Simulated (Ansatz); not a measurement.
The lowest singlet and triplet of P2 (SMILES P#P); geometries from B3LYP-D3(BJ)/def2-TZVP, each state relaxed from the structure named, with no frequency check.
Singlet (charge 0, multiplicity 1):
```csv
atom,x (Å),y (Å),z (Å)
P,0.0000,0.0000,-0.9447
P,0.0000,0.0000,0.9447
```

A positive gap puts the triplet lower; no zero-point energy. R- takes a restricted singlet. U- takes an unrestricted singlet (broken symmetry where lower, unprojected). The triplet is unrestricted in single-reference levels. Active spaces average the two states.

Frozen-core correlation.

The values were computed with Ansatz (Gaussian orbitals). 

```
level                                          gap E(singlet) − E(triplet), vertical, at the singlet's geometry (eV)
---------------------------------------------  ---------------------------------------------------------------------
R-HF/cc-pV(D+d)Z                                                                                              -1.863
U-wB97X-V/def2-TZVPP                                                                                          -2.781
U-MP2/cc-pV(Q+d)Z (spin-contaminated)                                                                         -2.540
R-SCS-MP2/cc-pV(D+d)Z                                                                                            ___
U-CCSD/cc-pV(D+d)Z (spin-contaminated)                                                                        -2.874
U-CCSD(T)/cc-pV(D+d)Z (spin-contaminated)                                                                        ___
R-CCSDT(Q)/cc-pV(T+d)Z                                                                                        -2.761
SC-NEVPT2 on SA-CASSCF(10,8)/cc-pV(Q+d)Z                                                                      -2.847
FIC-NEVPT4(SD) on SA-CASSCF(10,8)/cc-pV(T+d)Z                                                                 -2.750
```

Problem. What belongs in the gaps?

Solution. 
- R-SCS-MP2/cc-pV(D+d)Z, gap E(singlet) − E(triplet), vertical, at the singlet's geometry (eV): -3.354
- U-CCSD(T)/cc-pV(D+d)Z (spin-contaminated), gap E(singlet) − E(triplet), vertical, at the singlet's geometry (eV): -2.974

Doubts at one or more of the structures used: a restricted determinant that unrestricted orbitals would lower (R-HF/cc-pV(D+d)Z, R-SCS-MP2/cc-pV(D+d)Z, R-CCSDT(Q)/cc-pV(T+d)Z); T1 above 0.05 (U-CCSD/cc-pV(D+d)Z (spin-contaminated), U-CCSD(T)/cc-pV(D+d)Z (spin-contaminated)); other coupled-cluster roots lie near (R-CCSDT(Q)/cc-pV(T+d)Z).

Ansatz is an electronic-structure program.
